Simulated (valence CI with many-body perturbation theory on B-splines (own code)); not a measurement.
**Ta39+: magnetic and hyperfine properties of the levels**

Calculated by valence CI with perturbative core correlation (CI+MBPT): six valence electrons over a frozen Dirac-Fock core [Ar] 3d10, radial functions for each j: 9 s, 9 p, 8 d, 6 f, 3 g, 1 h, with the one-electron correlation potential Σ1 (screened to all orders), the two-electron term Σ2, the three-electron term Σ3, Breit, model QED; selected single and double excitations, second order for the rest, scaled by the run's own slope (own B-spline code, finite nucleus).

The last digits are not significant, and no measured levels were compared; by estimate large intervals hold to a few tenths of a per cent, small ones and those within an open d or f shell to about a per cent. Among the levels kept, up to 640 cm⁻¹ of a level comes from second order outside the variational space, and about a tenth of that is noise between levels of different J, which matters for small intervals.

A/g_I is the dipole constant over the nuclear g factor μ/I (μ in nuclear magnetons, uniformly magnetised nucleus), B/Q the quadrupole constant per barn. Both hold the static response of the core; the bare values leave it out. Large factors of s and p1/2 electrons are usually good to 5 to 10 %; those of open d and f shells near neutrality can be off by tens of per cent, and small factors of p3/2, d and f electrons come from cancelling terms and can be off by a factor of two or in sign, in half-filled shells by more. B is blank for J = 1/2, where it vanishes, and for nearly pure S terms. Energies count from the lowest level. Levels with J = 0 are left out.

Levels are named by their leading jj configuration (3d3/2^4 stands for four electrons in 3d with j = 3/2), which in mixed levels can hold well under half, so a name can repeat and another be missing. Letters in brackets count levels of one name in rising energy.

| Level | E (cm⁻¹) | g | A/g_I (MHz) | A/g_I bare | B/Q (MHz/b) | B/Q bare |
| --- | --- | --- | --- | --- | --- | --- |
| (4s^2 4p1/2^2 4p3/2^2) J=2 | 0 | 1.345 | 52200 | 50100 | 12400 | 12000 |
| (4s^2 4p1/2 4p3/2^3) J=1 | 688420 | 1.497 | -46100 | -45100 | -52400 | -50700 |
| (4s^2 4p1/2 4p3/2^3) J=2 | 724000 | 1.146 | 152000 | 147000 | -118000 | -114000 |
| (4s^2 4p1/2^2 4p3/2 4d3/2) J=2 | 1207000 | 1.057 | 42200 | 41000 | -1560 | -1480 |
| (4s^2 4p1/2^2 4p3/2 4d3/2) J=1 | 1227100 | 1.149 | 25400 | 24900 | -42400 | -41200 |
| (4s^2 4p1/2^2 4p3/2 4d3/2) J=3 | 1237200 | 1.125 | 37400 | 36400 | 99000 | 96000 |
| (4s^2 4p1/2^2 4p3/2 4d5/2) J=2 | 1357900 | 1.316 | 109000 | 106000 | -76600 | -74000 |
| (4s^2 4p1/2^2 4p3/2 4d5/2) J=4 | 1370300 | 1.269 | 24900 | 24300 | 106000 | 102000 |
| (4s^2 4p1/2^2 4p3/2 4d5/2) J=3 | 1475300 | 1.177 | 23300 | 22800 | 12500 | 12300 |
| (4s^2 4p1/2^2 4p3/2 4d5/2) J=1 | 1492800 | 1.123 | -53600 | -50700 | 4260 | 4170 |
| (4s 4p1/2^2 4p3/2^3) J=2 | 1527200 | 1.419 | 267000 | 258000 | -92900 | -89900 |
| (4s 4p1/2^2 4p3/2^3) J=1 | 1607200 | 1.099 | -195000 | -189000 | -22600 | -21800 |
| (4s^2 4p1/2 4p3/2^2 4d3/2) J=1 [a] | 1861200 | 0.983 | 88400 | 85700 | -16900 | -16500 |
| (4s^2 4p1/2 4p3/2^2 4d3/2) J=2 [a] | 1862800 | 1.033 | 84800 | 82300 | -58400 | -56500 |
| (4s^2 4p1/2 4p3/2^2 4d3/2) J=3 [a] | 1891500 | 1.096 | 85100 | 82600 | -9530 | -9120 |
| (4s^2 4p1/2 4p3/2^2 4d3/2) J=4 | 1926300 | 1.060 | 91900 | 89100 | 16100 | 15900 |
| (4s^2 4p1/2 4p3/2^2 4d3/2) J=2 [b] | 1968000 | 0.835 | 119000 | 116000 | 57100 | 55500 |
| (4s^2 4p1/2 4p3/2^2 4d5/2) J=3 [a] | 2008500 | 1.354 | -20300 | -19400 | 22500 | 21800 |
| (4s^2 4p1/2 4p3/2^2 4d5/2) J=4 [a] | 2016100 | 1.294 | -8770 | -8280 | 46700 | 45500 |
| (4s^2 4p1/2 4p3/2^2 4d5/2) J=1 [a] | 2039900 | 0.947 | 234000 | 227000 | 12200 | 11800 |
| (4s^2 4p1/2 4p3/2^2 4d3/2) J=2 [c] | 2044400 | 1.284 | 65900 | 63700 | 5930 | 5550 |
| (4s^2 4p1/2 4p3/2^2 4d3/2) J=3 [b] | 2047100 | 1.155 | 10900 | 10600 | 7540 | 7520 |
| (4s^2 4p1/2 4p3/2^2 4d3/2) J=1 [b] | 2050600 | 1.571 | 186000 | 180000 | -5620 | -5390 |
| (4s^2 4p1/2 4p3/2^2 4d5/2) J=4 [b] | 2060700 | 1.178 | 77000 | 74700 | -1520 | -1310 |
| (4s^2 4p1/2 4p3/2^2 4d5/2) J=5 | 2074000 | 1.196 | 71100 | 69000 | 21800 | 21400 |
| (4s^2 4p1/2 4p3/2^2 4d3/2) J=1 [c] | 2111600 | 0.951 | -80800 | -77300 | 764 | 890 |
| (4s^2 4p1/2 4p3/2^2 4d5/2) J=2 [a] | 2135200 | 1.273 | -55200 | -52800 | 92700 | 89800 |
| (4s^2 4p1/2 4p3/2^2 4d5/2) J=3 [b] | 2161700 | 1.126 | 85200 | 82900 | 106000 | 103000 |
| (4s^2 4p1/2 4p3/2^2 4d5/2) J=2 [b] | 2189900 | 1.073 | 81100 | 79000 | 13800 | 13400 |
| (4s^2 4p1/2 4p3/2^2 4d5/2) J=1 [b] | 2203000 | 1.170 | -52800 | -50600 | 6010 | 5820 |
| (4s^2 4p1/2 4p3/2^2 4d5/2) J=3 [c] | 2225600 | 1.067 | 91700 | 89000 | -78100 | -75400 |
| (4s^2 4p1/2 4p3/2^2 4d5/2) J=2 [c] | 2249600 | 1.222 | 2100 | 2210 | -83700 | -80900 |

Problem. Take the isotope of mass number 181, with I = 7/2, μ = 2.365 μN and Q = 3.17 b. What is the hyperfine structure of (4s^2 4p1/2^2 4p3/2 4d5/2) J=4?

Solution. From the table A = 16800 MHz, B = 335000 MHz. Shifts from the centre of gravity in MHz: F = 1/2: -129000, F = 3/2: -147000, F = 5/2: -167000, F = 7/2: -177000, F = 9/2: -159000, F = 11/2: -89700, F = 13/2: 58400, F = 15/2: 319000.
